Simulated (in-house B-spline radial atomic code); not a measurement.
Values are calculated unless marked as measured or tabulated.
**C in an electron gas of r_s = 2.07: phase shifts, screening, friction and resistivity**

A nucleus sits in a uniform electron gas with a rigid positive background. The Kohn-Sham equations are solved self-consistently in the spin-unpolarised LDA (PW92), non-relativistic, on B-splines with outgoing waves at the boundary and partial waves to l = 8. The model has no lattice, no bands and no magnetic solution. Atomic units; δ_l are the phase shifts at the Fermi level, counted so that each bound state adds π, and good to about 0.0005.

The density parameter is r_s = 2.07 bohr, near that of the valence electrons of Al (3 per atom, density 2.7 g/cm³, mass 26.98 u, which gives r_s = 2.07).

| l | δ_l (rad) |
| --- | --- |
| 0 | 4.2471 |
| 1 | 1.5760 |
| 2 | 0.0643 |
| 3 | 0.0142 |
| 4 | 0.0029 |
| 5 | 0.0007 |
| 6 | 0.0002 |
| 7 | 0.0002 |
| 8 | 0.0002 |

Bound levels below the band bottom (hartree): s -9.228, s -0.06652.

**Question.** Check the Friedel sum rule, and say where the screening charge sits.

**Answer.** k_F = (9π/4)^(1/3)/r_s = 0.92713. The rule is Z = (2/π) Σ (2l + 1) δ_l. The terms are s 2.704, p 3.010, d 0.205, f 0.063 and 0.027 beyond, in all 6.009 against Z = 6. Bound states hold 4 s, 0 p, 0 d electrons, so the scattering states carry 2.01 in all; where a term is smaller than its bound count, the bound level has drawn weight out of the band.

**Question.** Find the transport cross section and the electronic stopping of a 5 keV C ion (mass 12.01 u).

**Answer.** σ_tr = (4π/k_F²) Σ (l + 1) sin²(δ_l − δ_(l+1)). The terms for l = 0 to 3 are 0.2055, 1.9930, 0.0075, 0.0005, all together 2.2066, so σ_tr = 14.619 × 2.2066 = 32.259 bohr². With n = 3/(4π r_s³) = 0.02692, the friction coefficient is Q = n k_F σ_tr = 0.8050. For v well below v_F = 0.927, dE/dx = Q v; with 24801 eV per u at v = 1, v = √(5000/(24801 × 12.01)) = 0.1296, so dE/dx = 0.10430 hartree/bohr = 53.6 eV/nm. The largest term couples the p and d waves.

**Question.** What residual resistivity would 1 atomic per cent of such centres give in Al?

**Answer.** Δρ = k_F n_i σ_tr/n in atomic units of 21.74 μΩ·cm. With one host atom per 3 electrons, n_i/n = 0.01/3, so Δρ = 0.9271 × 0.00333 × 32.259 × 21.74 = 2.17 μΩ·cm. This is an atom added to the gas, as on an interstitial site.

**Question.** On a substitutional site the background of one host ion, a sphere holding 3 charges, is taken out. The phase shifts for l = 0 to 4 become 3.9768, 0.8024, -0.2056, -0.0658, -0.0154. What follows?

**Answer.** The Friedel sum is now 3.00, for Z − 3 = 3. The sum in σ_tr is 1.5009, so σ_tr = 21.94 bohr² and Δρ = 1.47 μΩ·cm per atomic per cent, 0.68 times the value above. A real host ion scatters too, so this model doesn't give zero even for the host's own atom.
